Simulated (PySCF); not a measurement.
BClGeH4O, SMILES [GeH3][B](O)Cl.

Coordinates come from a PBE-D3(BJ)/def2-SVP optimisation. One conformer was computed; it need not be the lowest.

Method: PySCF with PBE/def2-TZVP.

Symmetry labels are those of the subgroup Cs that the program uses (full group Cs).

Computed valence orbital energies around the gap with their symmetry:
```json
[
 {"orbital": "HOMO−7", "symmetry": "A'", "energy (eV)": "-11.73"},
 {"orbital": "HOMO−6", "symmetry": "A'", "energy (eV)": "-10.07"},
 {"orbital": "HOMO−5", "symmetry": "A\"", "energy (eV)": "-9.89"},
 {"orbital": "HOMO−4", "symmetry": "A'", "energy (eV)": "-8.31"},
 {"orbital": "HOMO−3", "symmetry": "A\"", "energy (eV)": "-8.26"},
 {"orbital": "HOMO−2", "symmetry": "A\"", "energy (eV)": "-8.07"},
 {"orbital": "HOMO−1", "symmetry": "A'", "energy (eV)": "-7.99"},
 {"orbital": "HOMO", "symmetry": "A'", "energy (eV)": "-7.15"},
 {"orbital": "LUMO", "symmetry": "A\"", "energy (eV)": "-1.98"},
 {"orbital": "LUMO+1", "symmetry": "A'", "energy (eV)": "-0.38"},
 {"orbital": "LUMO+2", "symmetry": "A'", "energy (eV)": "0.21"},
 {"orbital": "LUMO+3", "symmetry": "A'", "energy (eV)": "0.62"}
]
```
